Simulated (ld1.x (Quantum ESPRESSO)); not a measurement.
Before and after: ultrasoft potential for As

ld1.x (Quantum ESPRESSO) 7.5 input, shortened:

```
&input
   title='As', zed=33., rel=2, dft='PBESOL', iswitch=3,
   config='[Ar] 3d10 4s1 4p4 4d-2', rel_dist='average'
 /
 &inputp
   pseudotype=3, tm=.true., lloc=-1, rcloc=1.25,
   nlcc=.true., new_core_ps=.true., rcore=1.15,
   which_augfun='PSQ', rmatch_augfun_nc=.true.
 /
6
4S  1  0   1.00   0.00  1.35  1.85  0.0
4S  1  0   0.00  -0.75  1.35  1.85  0.0
4P  2  1   4.00   0.00  1.50  2.05  0.0
4P  2  1   0.00   0.25  1.50  2.05  0.0
4D  3  2  -2.00   0.45  1.35  1.60  0.0
4D  3  2  -2.00   2.90  1.35  1.60  0.0
 &test
   configts(1)='4s1 4p4'
 /
```

Open shells are filled in proportion to 2j + 1 (rel_dist='average').

All-electron outer shells of the reference configuration (PBEsol, scalar-relativistic, ld1.x):

```csv
shell,level (eV),outermost node (bohr),outermost maximum (bohr)
3p,-135.16,0.22,0.52
3d,-42.29,–,0.47
4s,-15.38,0.73,1.61
4p,-5.84,0.78,1.95
```

Change: core correction Bessel-smoothed model core inside 1.88 bohr.

Cutoffs: the cutoffs (Ry, on a coarse ladder) from which the occupation-weighted sum of valence levels, in a spherical-Bessel basis at the reference potential, stays within 10 and 1 mRy of its value at 400 Ry; they do not see the model core or the augmentation charge, which bear on the density cutoff. Errors are all-electron minus pseudo energies relative to the spin-unpolarised reference configuration.

Predict the effect on cutoff, ghosts and configuration errors.

The potential gets neither clearly harder nor softer (12 Ry and 18 Ry → 12 Ry and 18 Ry); both files keep a bound ghost (d); of the 7 tests that both files solve, the error grows in 3 and shrinks in 4 by more than 15 % and 0.3 meV (median size 9.2 → 8.4 meV). A wider model core is smoother and lowers the density cutoff, which this test does not measure.

```tsv
quantity	base	changed
cutoff, loose	12 Ry	12 Ry
cutoff, tight	18 Ry	18 Ry
bound ghosts	d5/2, d3/2	d5/2, d3/2
error for 4s2 4p3, meV [ΔE -9.42 eV]	-9.2	-7.0
error for 4s2 4p2, meV [ΔE -0.26 eV]	-3.6	-1.6
error for 4s2 4p1, meV [ΔE 17.69 eV]	-8.9	-13
error for 4s2 4p2.5, meV [ΔE -5.86 eV]	-6.5	-4.1
error for 4s1 4p0, meV [ΔE 96.04 eV]	-317	-366
error for 4s2 4p3.3, meV [ΔE -10.65 eV]	-10	-8.4
error for 4s2 4p0, meV [ΔE 45.41 eV]	-61	-84
s: phases at 2.25 bohr within 0.05 rad from the reference energy up to (Ry; the scan ends near 5)	1.1	1.1
p1/2: phases at 2.25 bohr within 0.05 rad from the reference energy up to (Ry; the scan ends near 5)	4.7	4.7
p3/2: phases at 2.25 bohr within 0.05 rad from the reference energy up to (Ry; the scan ends near 5)	4.7	4.7
d3/2: phases at 2.25 bohr within 0.05 rad from the reference energy up to (Ry; the scan ends near 5)	to the end of the scan	to the end of the scan
d5/2: phases at 2.25 bohr within 0.05 rad from the reference energy up to (Ry; the scan ends near 5)	to the end of the scan	to the end of the scan
lowest overlap eigenvalue by channel	s 0.31, p1/2 0.57, p3/2 0.57, d3/2 0.89, d5/2 0.89	s 0.31, p1/2 0.57, p3/2 0.57, d3/2 0.89, d5/2 0.89
```

 A true bound ghost makes a file unfit for plane-wave use even where its test errors are small: the radial tests pick states by their node count and pass the ghost by.
